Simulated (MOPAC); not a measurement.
Job for MOPAC: PM6 on AlGe, 2S+1 = 4, a spin state set in the input, which need not be the lowest, a point of a bond scan (R = 2.701 Å).

```
PM6 1SCF PRECISE CHARGE=0 UHF MS=1.5 THREADS=1
AlGe

Al     0.00000000 1     0.00000000 1     0.00000000 1
Ge     0.00000000 1     0.00000000 1     2.70060700 1
```

It printed:

```
*******************************************************************************
 **                                                                           **
 **                              MOPAC v23.2.5                                **
 **                                                                           **
 *******************************************************************************
 ** MOPAC's Digital Object Identifier: https://doi.org/10.5281/zenodo.6511958 **
 **                                                                           **
 ** Please cite the open-source release paper for use of this MOPAC version:  **
 ** J. E. Moussa and J. J. P. Stewart (2026)                                  **
 ** MOPAC: An open-source semiempirical molecular orbital program             **
 ** J. Open Source Softw., 11(119), 8025, https://doi.org/10.21105/joss.08025 **
 *******************************************************************************

                              PM6 CALCULATION RESULTS

 *******************************************************************************
 *  PM6        - The PM6 Hamiltonian to be used
 *  UHF        - UNRESTRICTED HARTREE-FOCK CALCULATION
 *
 *
 *
 *                 CHARGE ON SYSTEM = 0
 *
 *
 *
 *  MS=        - IN MECI, MAGNETIC COMPONENT OF SPIN =  1.5
 *  PRECISE    - TIGHTER CRITERIA TO BE USED
 *  1SCF       - DO 1 SCF AND THEN STOP
 *  THREADS=1  - MULTI-THREADING NOT USED
 *  T=         - A TIME OF 172800.0 SECONDS REQUESTED
 *  DUMP=N     - RESTART FILE WRITTEN EVERY 7200.0 SECONDS REQUESTED
 *******************************************************************************
PM6 1SCF PRECISE CHARGE=0 UHF MS=1.5 THREADS=1
 AlGe

   ATOM   CHEMICAL          X               Y               Z
  NUMBER   SYMBOL      (ANGSTROMS)     (ANGSTROMS)     (ANGSTROMS)

     1      Al          0.00000000  *   0.00000000  *   0.00000000  *
     2      Ge          0.00000000  *   0.00000000  *   2.70060700  *



          CARTESIAN COORDINATES

    NO.       ATOM           X           Y           Z

     1        Al          0.0000      0.0000      0.0000
     2        Ge          0.0000      0.0000      2.7006

 General Reference for PM6:
 "Optimization of Parameters for Semiempirical Methods V: Modification of NDDO Approximations
 and Application to 70 Elements", J. J. P. Stewart, J. Mol. Mod., 13, 1173-1213 (2007)
 URL: https://link.springer.com/article/10.1007/s00894-007-0233-4

           Empirical Formula: Al Ge  =     2 atoms



      MOLECULAR POINT GROUP   :   C*v


          UHF CALCULATION, NO. OF ALPHA ELECTRONS =    5
                           NO. OF BETA  ELECTRONS =    2

 -------------------------------------------------------------------------------
 PM6 1SCF PRECISE CHARGE=0 UHF MS=1.5 THREADS=1
 AlGe



     1SCF WAS SPECIFIED, SO BFGS WAS NOT USED
     SCF FIELD WAS ACHIEVED


                              PM6 CALCULATION
                                                       MOPAC v23.2.5 Linux




          FINAL HEAT OF FORMATION =        103.14720 KCAL/MOL =     431.56788 KJ/MOL


          COSMO AREA              =        114.77 SQUARE ANGSTROMS
          COSMO VOLUME            =        106.69 CUBIC ANGSTROMS

          IONIZATION POTENTIAL    =          6.904487 EV
          ALPHA SOMO LUMO (EV)    =         -6.904 -0.332
          BETA  SOMO LUMO (EV)    =        -10.997 -1.661
          NO. OF ALPHA ELECTRONS  =          5
          NO. OF BETA  ELECTRONS  =          2
          MOLECULAR WEIGHT        =         99.5715         POINT GROUP:  C*v

          MOLECULAR DIMENSIONS (Angstroms)

            Atom       Atom       Distance
           Ge     2   Al     1     2.70061
           Ge     2   Al     1     0.00000
           Al     1   Ge     2     0.00000


          SCF CALCULATIONS        =          1





   ATOM   CHEMICAL          X               Y               Z
  NUMBER   SYMBOL      (ANGSTROMS)     (ANGSTROMS)     (ANGSTROMS)

     1      Al          0.00000000  *   0.00000000  *   0.00000000  *
     2      Ge          0.00000000  *   0.00000000  *   2.70060700  *

                             CARTESIAN COORDINATES

   1   Al        0.000000000     0.000000000     0.000000000
   2   Ge        0.000000000     0.000000000     2.700607000


           Empirical Formula: Al Ge  =     2 atoms



      MOLECULAR POINT GROUP   :   C*v


          ALPHA EIGENVALUES
 -13.38621 -11.82821  -7.78224  -6.90449  -6.90449  -0.33237  -0.33237   0.98529
 102.57336 102.57336 102.64704 102.84370 102.84370


           BETA EIGENVALUES
 -12.75263 -10.99693  -1.66072  -0.77478  -0.77478   0.33045   0.33045   2.22843
 103.55736 103.55736 105.06627 105.06627 105.68657


              NET ATOMIC CHARGES AND DIPOLE CONTRIBUTIONS

  ATOM NO.   TYPE          CHARGE      No. of ELECS.   s-Pop       p-Pop       d-Pop
    1         Al           0.483215        2.5168     1.89512     0.61454     0.00713
    2         Ge          -0.483215        4.4832     1.88118     2.60203
 DIPOLE           X         Y         Z       TOTAL
 POINT-CHG.     0.000     0.000    -6.268     6.268
 HYBRID        -0.000    -0.000     1.014     1.014
 SUM           -0.000    -0.000    -5.254     5.254


          ATOMIC ORBITAL ELECTRON POPULATIONS

     Atom    s        px        py        pz      x^2-y^2     xz        z^2       yz        xy
    1 Al   1.89512   0.05325   0.05325   0.50803   0.00000   0.00082   0.00549   0.00082   0.00000
    2 Ge   1.88118   0.94593   0.94593   0.71018


                    (SZ)    =    1.500000
                    (S**2)  =    3.761196


          ATOMIC ORBITAL SPIN POPULATIONS

    Atom   Total    s     px     py     pz   x^2-y^2  xz     z^2    yz     xy
         Atomic
    1 Al  0.4760 -0.011  0.053  0.053  0.378  0.000  0.001  0.001  0.001  0.000
    2 Ge  2.5240  0.055  0.946  0.946  0.577

 **********************
 *                    *
 * JOB ENDED NORMALLY *
 *                    *
 **********************




 == MOPAC DONE ==
```

The run finished.

Cost: around 0.03 core-seconds (rough).
